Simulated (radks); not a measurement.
Q: Charge is removed step by step from the 4s level of Ge+, starting from [Ar] 3d10 4s2 4p1. Level of theory: scalar-relativistic Kohn-Sham, PBEsol, spin-unpolarised, spherical densities, finite nucleus; Fermi nuclear charge, rms radius 4.0742 fm (a radial shooting solver on a logarithmic mesh with Libxc functionals). At the starting occupation the eigenvalue is -19.893 eV. Estimate the energy to remove one whole electron from this level, the eigenvalue at the end, and how far E(n) bends from a straight line.

A: Delta-SCF 24.992 eV; final eigenvalue -30.239 eV; the deviation from the straight line is -1.294 eV at 0.5 electron removed, the largest on the grid computed. Slater's transition state (half an electron removed) gives 24.959 eV. Integrating minus the eigenvalue over the occupation (Janak's theorem) gives 24.994 eV. In this scalar-relativistic scheme the density is built from large components alone, so the theorem holds only approximately. The mean slope of the eigenvalue, de/dn, is 10.3 eV per electron.
